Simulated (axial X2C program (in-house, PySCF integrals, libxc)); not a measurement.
# ScTe⁻: properties at the nuclei

Calculated with an in-house all-electron X2C program for linear molecules (integrals from PySCF): two-component X2C with atomic mean-field Coulomb and Gaunt terms, Gaussian nuclei, basis Te dyall-acv3z, Sc dyall-acv3z with contracted cores.

R = 2.548 Å (near the PBE0 minimum at charge -1 of the determinant lowest at the starting distance; the state shown can have its own minimum elsewhere).

Input and command:
```json
{"zs": [52, 21], "q": -1, "bas": ["dyall-acv3z", "dyall-acv3z"], "r0": 2.44, "levels": ["PBE0", "HF", "r2SCAN", "PBE50", "LDA"], "nst": 3}
```
```bash
python soeom.py task.json out
```

Keys: zs atomic numbers; q charge; bas basis sets; r0 starting distance in Å; levels methods; nst determinants followed.

Determinant lowest in the PBE0 search, Ω = 0 (closed shell), highest spinor 49% Sc s, 20% Sc d, 15% Sc p:

```csv
level,qzz Te (a.u.),qzz Sc (a.u.)
PBE0,-1.47,-1.20
HF,-2.19,-1.42
r2SCAN,-1.41,-1.22
PBE50,-1.49,-1.25
LDA,-1.60,-1.17
```

qzz is the electric field gradient, eQq0 = 234.96 MHz × Q/barn × qzz. The operators were transformed with the bare-nucleus X2C matrices; with these basis sets, hyperfine constants and field gradients can be off by tens of per cent, and where levels differ in sign neither size nor sign is settled.

Q: With Q(45Sc) = -0.22 barn (Q from Pyykkö, Mol. Phys. 2018), turn the PBE0 values of the first state into constants in MHz.

A: eQq0(45Sc) = 234.96 × (-0.22) × (-1.20) = 62 MHz.

Each state is one determinant with collinear spin. For an anion, determinants above electron detachment, or with a positive highest level, are held by the basis set. At HF a later determinant lies lower. States lie within half an eV, so the first need not be the ground state. Further determinants of the search, some of them spin-mixed, are not shown.
